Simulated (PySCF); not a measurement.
## Calculated data, AlBFH$_{2}$, AlBF$_{2}$H

Calculation on a computer-drawn molecule: the log of a Hartree-Fock and frozen-core CCSD(T) single point meant for a local Hartree-Fock minimum, with one planted fault or none, to be diagnosed. Offsets are logged minus clean, where the clean run is the same molecule without the fault. The reference is restricted for singlets and unrestricted otherwise, and also for a bond in bohr or an excited solution. Adding or removing an electron swaps singlet and doublet. The excited solution moves the top pair (singlet) or top alpha electron (doublet) to the lowest empty orbital. Highest occupied and lowest empty are orbital energies over both spins, largest force is the largest gradient component, triples share is (T) over the correlation energy, the T1 limit is 0.02 restricted and 0.045 unrestricted, electrons count all cores, a negative frequency is imaginary (commonest isotopes), and the dipole is about the centre of nuclear charge. Program: PySCF 2.14.0.

Common to all runs: meant charge 0; meant multiplicity 2; meant basis cc-pV(D+d)Z; logged SCF converged yes; logged CC converged yes; logged SCF stable within its kind yes; possible faults no fault, one electron removed, one electron added, multiplicity raised by two, geometry at a saddle point, SCF held on an excited solution, minimal basis STO-3G, one bond length entered in bohr, all coordinates scaled.

(1) 
```xyz
5
formula=AlBFH2 logged_electrons=29 logged_basis_functions=61 logged_spin_squared=0.7771 logged_highest_occupied=-7.8833 logged_lowest_empty=0.52741 logged_largest_force=2.003e-05 logged_lowest_frequency=181.17 logged_T1_diagnostic=0.020592 logged_D1_diagnostic=0.071102 logged_triples_share=0.021626 logged_dipole_magnitude=1.0727 logged_energy_HF=-367.19639 logged_energy_CCSD(T)=-367.54587 planted_fault=no_fault HF_energy_offset_from_clean_run=0 CCSD(T)_energy_offset_from_clean_run=0
F     -1.4950     0.0340     1.7380
B     -1.3129    -0.4743     0.5123
Al     0.4227     0.0998    -0.6545
H     -2.1236    -1.3024     0.1741
H      0.3737     1.2699    -1.7343
```

Units: logged_highest_occupied, logged_lowest_empty in eV; logged_largest_force in hartree/bohr; logged_lowest_frequency in cm⁻¹; logged_dipole_magnitude in debye; logged_energy_HF, logged_energy_CCSD(T) in hartree; HF_energy_offset_from_clean_run, CCSD(T)_energy_offset_from_clean_run in kcal/mol.

Drawn bonds:
```tsv
atom	other atom	order
1	2	1
2	3	1
2	4	1
3	5	1
```

(2) 
```xyz
5
formula=AlBF2H logged_electrons=37 logged_basis_functions=70 logged_spin_squared=0.7781 logged_highest_occupied=-8.3831 logged_lowest_empty=0.85935 logged_largest_force=1.55e-05 logged_lowest_frequency=59.929 logged_T1_diagnostic=0.019867 logged_D1_diagnostic=0.062395 logged_triples_share=0.019652 logged_dipole_magnitude=1.7212 logged_energy_HF=-466.14552 logged_energy_CCSD(T)=-466.67115 planted_fault=no_fault HF_energy_offset_from_clean_run=0 CCSD(T)_energy_offset_from_clean_run=0
F     -4.0559     1.3399     0.4418
B     -2.9479     2.0756     0.5443
Al    -1.0288     1.2039    -0.0613
F     -0.0400     0.6498     1.1576
H     -3.1039     3.2215     0.8812
```

Units: logged_highest_occupied, logged_lowest_empty in eV; logged_largest_force in hartree/bohr; logged_lowest_frequency in cm⁻¹; logged_dipole_magnitude in debye; logged_energy_HF, logged_energy_CCSD(T) in hartree; HF_energy_offset_from_clean_run, CCSD(T)_energy_offset_from_clean_run in kcal/mol.

Drawn bonds:
```tsv
atom	other atom	order
1	2	1
2	3	1
3	4	1
2	5	1
```
